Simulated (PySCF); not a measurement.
Excitation energy of Zn²⁺ by level of theory

Zn²⁺ [Ar] 3d10 (1S) → Zn²⁺ [Ar] 3d9 4p1 (high-spin determinant), as a difference of total energies. All numbers are calculated (PySCF 2.14, a scalar-relativistic core potential, in aug-cc-pwCVDZ-PP with ECP10MDF (6s6p5d3f, 70 functions)). Correlated levels: valence and next inner shell: nothing frozen outside the core potential. The calculations carry no spin-orbit coupling.

| method | excitation energy (eV) |
| --- | --- |
| UHF | 15.323 |
| MP2 (valence and next inner shell) | 18.082 |
| SCS-MP2 (valence and next inner shell) | 17.786 |
| CCSD (valence and next inner shell) | 17.127 |
| CCSD(T) (valence and next inner shell) | 17.209 |

Problem. How much does correlation contribute at CCSD(T) (valence and next inner shell)?

Solution. 17.209 − (15.323) = 1.886 eV, measured against UHF.

The determinant of the upper state mixes LS terms, which raises its energy above the lowest term, most at the Hartree-Fock and MP2 levels.
